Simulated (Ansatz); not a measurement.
Reaction (formal hydrolysis of the Si–Cl bond): `N[Si]([SiH3])(Cl)Cl` + H₂O → `N[Si](O)([SiH3])Cl` + HCl

Computed with Ansatz on PBE0-D4/def2-TZVP structures; ΔE is electronic, products minus reactants. CCSD(T)/CBS is the MP2 limit (def2-TZVPP, def2-QZVPP) plus CCSD(T) − MP2 in def2-TZVPP, frozen cores. This one scheme is used for every species. DFT in def2-TZVPP. B3LYP here is the variant with VWN-RPA as its local correlation; programs differ in this. One conformer a species, not always the lowest.

`N[Si]([SiH3])(Cl)Cl`:

Z-matrix (Å, degrees):
```
Si
Si 1 2.332
Cl 1 2.052 2 111.4
N 1 1.698 2 112.0 3 118.4
Cl 1 2.069 2 107.0 3 -116.0
H 2 1.484 1 109.3 3 66.1
H 2 1.485 1 110.0 3 -54.8
H 2 1.488 1 108.7 3 -174.4
H 4 1.008 1 120.1 2 55.4
H 4 1.008 1 120.1 2 -158.3
```

H₂O:

```xyz
3

O     0.069    0.147   -0.353
H     0.472   -0.627    0.046
H    -0.541    0.479    0.308
```

`N[Si](O)([SiH3])Cl`:

```xyz
11

N    -1.236   -1.370   -0.170
Si   -0.533    0.076    0.369
O    -0.186    0.018    1.974
Si    1.360    0.582   -0.905
Cl   -1.936    1.573    0.099
H    -0.670   -2.187   -0.327
H    -2.185   -1.608    0.073
H     0.037    0.842    2.412
H     2.277   -0.592   -0.943
H     0.982    0.943   -2.296
H     2.088    1.724   -0.287
```

HCl:

Z-matrix (Å, degrees):
```
Cl
H 1 1.279
```

```
             level  ΔE (kJ/mol)  difference from CCSD(T)/CBS
        r2SCAN0-D4         -0.9                         -2.0
      CAM-B3LYP-D4         -7.8                         -8.9
           ωB97M-V         -1.6                         -2.7
              BLYP         -6.1                         -7.2
            r2SCAN         -2.2                         -3.3
              PBE0          1.9                          0.8
             B3LYP         -6.2                         -7.3
           r2SCANh         -1.9                         -3.0
     CCSD/def2-SVP         -2.3                         -3.4
     HF/def2-TZVPP        -10.3                        -11.4
    MP2/def2-TZVPP          0.3                         -0.8
SCS-MP2/def2-TZVPP         -3.6                         -4.7
   CCSD/def2-TZVPP         -6.9                         -8.0
CCSD(T)/def2-TZVPP         -5.4                         -6.5
      HF/CBS(def2)        -10.9                        -12.0
     MP2/CBS(def2)          6.7                          5.6
       CCSD(T)/CBS          1.1                            0
```

Largest T1 diagnostic among the species: 0.012.

In def2-TZVPP, CCSD(T) changes the Hartree–Fock value by +4.9 kJ/mol (the triples alone add +1.6 kJ/mol) and MP2 by +10.6 kJ/mol. Leaving LDA and LC-ωPBE aside and taking each functional with its dispersion term where it has one, the values, not all of them listed here, spread over 14.1 kJ/mol, from CAM-B3LYP-D4 to revPBE-D4. LDA lies −6.0 kJ/mol from PBE without D4.

CCSD(T)/CBS has its own doubt, a few kJ/mol and more with outer-core shells, so smaller differences from it don't rank the levels.
